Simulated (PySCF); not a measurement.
Computed Raman spectrum (relative Raman activity) of a molecule C₂H₅ClFNSi. Geometry: B3LYP-D3(BJ)/def2-SVP. Other conformers were not sampled. Method: B3LYP-D3(BJ)/def2-SVP in PySCF 2.14.0. Frequencies are harmonic and unscaled.

Lines under 2 % of the strongest are left out, and lines within 2 cm⁻¹ are merged.

```
ν (cm⁻¹)  relative intensity
--------  ------------------
82                       5.4
151                      2.0
404                      2.2
510                      3.0
570                      4.3
699                      3.2
1014                     2.5
1277                     5.9
1418                      12
1530                     2.9
1670                      12
3119                      69
3145                     100
3214                      54
3575                      85
3672                      55
```

Question: Which molecule gave these data?
A) C/C=N/[Si@@H](F)Cl
B) N[Si@H](Cl)/C=C/F
C) F[Si]1(Cl)CNC1
D) C=C[Si](N)(F)Cl

Answer: D, C=C[Si](N)(F)Cl
